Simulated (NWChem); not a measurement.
## Basis-set convergence for H$_{3}$FGe

```xyz
5

Ge     0.0619    -0.3241     0.0000
F     -0.2687     1.4064     0.0000
H      0.8743    -0.6233     1.2849
H      0.8743    -0.6233    -1.2849
H     -1.3116    -1.0409     0.0000
```
Charge 0, spin multiplicity 1.

All runs are NWChem calculations. Structure: optimised with PBE/def2-SVP, a minimum by its harmonic frequencies.

Quantity: vertical ionisation energy at the level ΔHF (Δ: difference of total energies, the cation a doublet at the parent's geometry with its hole in an orbital of symmetry a' (Cs labels); it is the state that the SCF runs reached, from PBE0 orbitals for Hartree-Fock references, and need not be the lowest).

The Hamiltonian is non-relativistic. The structure started from a generated list of species. The stability of the SCF solutions was not checked. Open-shell Hartree-Fock references start from PBE0 orbitals; any time given for them includes that run.

The cost column gives rough processor time relative to STO-3G; each entry includes its own SCF.

In aug-cc-pVTZ the value is 12.16 eV. Among STO-3G, 3-21G, def2-SVPD, cc-pVTZ, def2-TZVPD, def2-TZVPP, which is the smallest basis within 0.1 eV of it?

def2-SVPD, with 85 functions against 174 and about 4 % of the time (also within reach: cc-pVTZ, def2-TZVPD, def2-TZVPP). aug-cc-pVTZ isn't the basis-set limit itself, and a small set can land close by cancellation.

| basis | functions | vertical ionisation energy (eV) | relative cost |
|---|---|---|---|
| STO-3G | 26 | 7.52 | 1 |
| 3-21G | 37 | 11.67 | under 3 |
| def2-SVPD | 85 | 12.22 | 4 |
| cc-pVTZ | 115 | 12.16 | 10 |
| def2-TZVPD | 121 | 12.17 | 10 |
| def2-TZVPP | 121 | 12.16 | 10 |
| aug-cc-pVTZ | 174 | 12.16 | 90 |
